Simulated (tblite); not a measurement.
C4H9NSeSi3.
SMILES with atom numbers: `[CH3:1][C:2]#[C:3][Si@:4]([SiH3:5])([C:6]#[N:7])[Se:8][SiH3:9]` (hydrogens: H10, H11, H12 on C1; H13, H14, H15 on Si5; H16, H17, H18 on Si9)

Computed with GFN2-xTB (tblite), gas phase: L-BFGS steps from a force-field or distance-geometry start until the largest atomic force falls under 0.01 eV/Å.

Geometry at step 15:
```
atom  x, y, z in Å
C1      2.7369   -1.7058   -1.1204
C2      1.6790   -0.8734   -0.6141
C3      0.7947   -0.2042   -0.1364
Si4    -0.5103    0.9960    0.3616
Si5    -0.0491    3.2181   -0.0942
C6     -0.7072    0.6876    2.2113
N7     -0.8407    0.6098    3.3472
Se8    -2.5340    0.3244   -0.6001
Si9    -2.4901   -1.8181    0.1439
H10     2.3561   -2.6969   -1.3542
H11     3.1598   -1.2719   -2.0236
H12     3.5231   -1.7986   -0.3753
H13     0.1356    3.4128   -1.5282
H14     1.2158    3.5335    0.5623
H15    -1.0667    4.1400    0.4004
H16    -1.2668   -2.3948   -0.3977
H17    -3.7012   -2.4201   -0.3899
H18    -2.4437   -1.7322    1.5959
```

Problem. Give the atomic forces at this geometry.

Solution. 
```
atom  Fx (eV/Å)  Fy (eV/Å)  Fz (eV/Å)
  C1      0.063     -0.075     -0.030
  C2     -0.080      0.053      0.072
  C3      0.115     -0.026     -0.060
 Si4     -0.087      0.010      0.197
 Si5      0.041      0.172     -0.023
  C6      0.031      0.073     -0.052
  N7      0.000     -0.059     -0.080
 Se8     -0.035      0.021     -0.036
 Si9     -0.039      0.021      0.000
 H10     -0.045     -0.093     -0.019
 H11      0.000      0.063     -0.061
 H12      0.067     -0.006      0.075
 H13     -0.023      0.014     -0.071
 H14      0.060      0.007      0.047
 H15     -0.048     -0.002      0.002
 H16     -0.002     -0.095     -0.007
 H17      0.017      0.006      0.020
 H18     -0.035     -0.086      0.026
```

The largest, 0.22 eV/Å, acts on Si4; the rms over all components is 0.062 eV/Å. The forces sum to zero within rounding, as they must for an isolated molecule in no field.

Problem. Give the force on Si4 in Eh/bohr and in nN.

Solution. 0.216 eV/Å ÷ 51.422 = 0.00419 Eh/bohr, and 0.216 eV/Å × 1.602 = 0.35 nN.

Problem. How far is this geometry from the end of the optimisation?

Solution. 0.038 eV above it, and 0.162 Å rms away after alignment. The bonds farthest from their final lengths, with half the difference of the two atoms' forces along the bond (positive lengthens):

```csv
bond,now (Å),final (Å),force along bond (eV/Å)
Si4–Si5,2.315,2.332,+0.11
Si4–Se8,2.339,2.354,+0.02
Si4–C6,1.886,1.879,-0.13
C3–Si4,1.842,1.847,+0.12
C1–C2,1.438,1.442,+0.11
Si5–H14,1.460,1.463,+0.01
```

The angle farthest from its final value is Si4–Se8–Si9, 96.9° against 102.8°.

Of the 2 listed bonds off by 0.010 Å or more, this force points towards the final length in 2.

What follows is the cost of the whole relaxation. Hardware: an Arm Neoverse V2 with one thread (shared host). Cost: 0.88 s of wall time.
